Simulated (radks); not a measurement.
The mean radii <r> (bohr) of the occupied orbitals of an atom or ion are listed with their occupations. Calculated with a radial shooting solver on a logarithmic mesh with Libxc functionals: scalar-relativistic Kohn-Sham, LDA (Slater exchange, Perdew-Wang correlation), spin-polarised, spherical densities, finite nucleus; Fermi nuclear charge, rms radius of each element as measured or else 0.836 A^(1/3) + 0.57 fm.

orbital  occ.      <r>
1s up       1  0.01775
1s down     1  0.01775
2s up       1  0.07495
2s down     1  0.07495
2p up       3  0.06729
2p down     3  0.06729
3s up       1   0.1941
3s down     1   0.1941
3p up       3   0.1947
3p down     3   0.1947
3d up       5   0.1763
3d down     5   0.1763
4s up       1   0.4321
4s down     1   0.4321
4p up       3   0.4597
4p down     3   0.4597
4d up       5   0.4894
4d down     5   0.4891
5s up       1    1.008
5s down     1    1.003
4f up       7   0.5579
5p up       3    1.172
4f down     7   0.5552
5p down     3    1.164
5d up       5    1.747
6s up       1    2.720
5d down     1    1.771

Name the element and its charge. Open shells, if any, are filled with parallel spins first.

Answer. Z = 76, osmium, charge +1: Os+ in [Xe] 4f14 5d6 6s1. The 1s radius gives Z: for a bare nucleus <r> = (2 gamma + 1)/(2Z) with gamma = sqrt(1 - (Z/c)^2), 0.01753 bohr for Z = 76, and screening makes it slightly larger (0.01775 here). The occupations add up to 75, and the charge is Z minus that.
